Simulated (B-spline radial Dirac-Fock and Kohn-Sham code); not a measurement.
Model: Dirac-Fock orbitals of the configuration average with a finite nucleus. Program: a radial B-spline solver.

**Question.** This computed X-ray form factor belongs to an atom or ion in its tabulated ground configuration. Which?

```tsv
sin θ/λ (Å⁻¹)	f₀
0.06	22.988
0.08	22.978
0.1	22.966
0.12	22.951
0.23	22.819
0.29	22.714
0.55	21.994
0.86	20.649
2.05	13.370
```

**Answer.** Au⁵⁶⁺, with 23 electrons in [Ar] 3d5. f₀ tends to the number of electrons as s goes to zero, which the first rows give only roughly, and the rate of fall reflects the nuclear charge, 79.
